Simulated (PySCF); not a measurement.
NSi, SMILES N#[Si], multiplicity 2. Atoms are numbered in the order given.

```xyz
2

Si     0.0000     0.0000    -0.5212
N      0.0000     0.0000     1.0425
```
Charge 0, spin multiplicity 2.

Geometry optimised at PBE0-D3(BJ)/def2-TZVPD.

All values below come from PySCF with PBE0/def2-TZVPD.

Mulliken values depend strongly on the basis, most of all with diffuse functions as here. Atomic charges (e):

```
atom  meta-Löwdin  Mulliken  Mulliken spin
----  -----------  --------  -------------
Si1             ?      0.26           0.08
N2              ?     -0.26           0.92
```

Task: Fill in the missing entries. (An estimate is asked for; the answer gives what the named calculation found.)

Result: 
- Si1, meta-Löwdin: 0.43
- N2, meta-Löwdin: -0.43
